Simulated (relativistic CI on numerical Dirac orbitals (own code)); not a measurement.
Electric-dipole lines of K III

Method of calculation: Dirac-Coulomb-Breit CI, separate exchange-only KLI orbitals for each configuration, model QED (radiative potential, 1s self-energy scaled to tabulated hydrogen-like ionisation energies), valence Slater integrals scaled by 0.85, P86 correlation energy added to each configuration (own radial code, finite nucleus).

Configuration list (outside the closed core [Ne]): 3s2 3p5, 3s 3p6, 3s2 3p4 3d, 3s 3p5 3d, 3s2 3p4 4s, 3s2 3p4 4p, 3s2 3p4 4d, 3s2 3p4 5s, 3s2 3p4 5p, 3s2 3p4 4f, 3s2 3p4 5d, 3s2 3p4 5f, 3s2 3p4 5g, 3s 3p5 4s, 3s2 3p3 3d2, 3s2 3p2 3d3, 3s 3p3 3d3, 3s2 3p2 3d2 4s, 3s2 3p2 3d2 4p, 3s2 3p2 3d2 4d. Double excitations out of closed p, d and f shells are left out; levels of such configurations are missing from the list, as are those of other unlisted configurations, and high levels can miss mixing partners. These lack a partner that the ground configuration has and come out too high: 3s2 3p4 5s, 3s2 3p4 5p, 3s2 3p4 4f, 3s2 3p4 5d, 3s2 3p4 5f.

```
λ vac (nm)                   Lower                    Upper   A (s⁻¹)  log gf  S velocity/length
    40.485     3s2 3p5 2P°_3/2 [1]   3s2 3p4 3d 2P_1/2 [38]  1.45e+10   -0.15               0.91
    40.609     3s2 3p5 2P°_3/2 [1]   3s2 3p4 3d 2P_3/2 [36]  3.70e+10    0.56               0.91
    40.840     3s2 3p5 2P°_1/2 [2]   3s2 3p4 3d 2P_1/2 [38]  2.54e+10    0.10               0.91
    40.965     3s2 3p5 2P°_1/2 [2]   3s2 3p4 3d 2P_3/2 [36]  3.17e+09   -0.50               0.89
    308.25  3s2 3p4 4s 4P_5/2 [23]  3s2 3p4 4p 4D°_7/2 [39]  2.63e+08    0.48               0.90
    339.38  3s2 3p4 4s 2P_3/2 [28]  3s2 3p4 4p 2D°_5/2 [44]  1.88e+08    0.29               0.97
```

Terms are leading LS components. Brackets give the number of a level in order of energy, since labels repeat. The list gives strong lines, with weight on those to low levels, among the lowest 200 of 3081 levels, so that lines to higher ones, which can be the strongest, are missing, and without lines across small gaps between configurations, and without 225 lines that miss the measured interval by over 3.5 %, start from a term whose rates miss tabulated ones by over 60 %, have gauges far apart or, lacking measured levels, span too small a gap for the errors found; lines with a level outside our table were not tested and can miss by more. Levels whose partners in the same complex of configurations lie outside the list can be far off, and so can their lines. Rates are taken at the computed energies, electric ones in the length gauge. A velocity-to-length ratio far from 1 marks an uncertain rate.

Correlation outside the listed configurations is missing or only estimated: errors of thousands of cm⁻¹ between configurations and terms are usual at this charge. Rates and lifetimes follow the computed energies and can be off by large factors. The fine structure of a lone outer electron comes out too small, for d and f at times inverted, and misplaced configurations move strength between like terms. 33 of the 38 excited levels that our extract of the measured tables holds in this range could be paired (the sources list more); they are missed by 10911 cm⁻¹ on average and 43588 at most, and levels without a partner can miss by more.
